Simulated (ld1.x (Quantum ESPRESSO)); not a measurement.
technetium (Tc): TM pseudisation with PBE, fully relativistic reference atom.

```
Element                 : technetium
Generator               : ld1.x (Quantum ESPRESSO) 7.5
Type                    : norm-conserving Troullier–Martins (Kleinman–Bylander form)
Functional              : PBE
Relativity              : fully relativistic
Frozen core             : [Kr]
Valence charge          : 7
Reference configuration : 4d5 5s2 5p0
Partial waves           : 5p (bound, empty): rc 3.05 bohr; 4d (bound): rc 1.30 bohr; 5s (bound): rc 2.25 bohr
Local potential         : the s channel
Core correction         : Bessel-smoothed model core inside 1.25 bohr
```

Open shells are filled in proportion to 2j + 1 (rel_dist='average').

All-electron outer shells of the reference configuration (PBE, scalar-relativistic, ld1.x):

```json
{"shell": "4s", "level (eV)": "-73.38", "outermost node (bohr)": "0.50", "outermost maximum (bohr)": "0.95"}
{"shell": "4p", "level (eV)": "-45.34", "outermost node (bohr)": "0.51", "outermost maximum (bohr)": "1.03"}
{"shell": "4d", "level (eV)": "-6.66", "outermost node (bohr)": "0.50", "outermost maximum (bohr)": "1.27"}
{"shell": "5s", "level (eV)": "-5.04", "outermost node (bohr)": "1.28", "outermost maximum (bohr)": "2.72"}
{"shell": "5p", "level (eV)": "-1.40", "outermost node (bohr)": "1.45", "outermost maximum (bohr)": "3.67"}
```

Calculated quality:

```
Cutoffs needed           : 55 Ry and 70 Ry (the cutoffs (Ry, on a coarse ladder) from which the occupation-weighted sum of valence levels, in a spherical-Bessel basis at the reference potential, stays within 10 and 1 mRy of its value at 400 Ry)
Ghost test               : no extra level below or beside the all-electron valence levels (p1/2, p3/2, d3/2, d5/2, s, f tested) (spherical-Bessel basis up to 400 Ry, 20 bohr box)
Largest excitation error : -247 meV (all-electron minus pseudo) for 4d4 5s0 5p0, out of 7 test configurations
```

Generation and tests took about 1.8 s on one core of a shared server CPU.
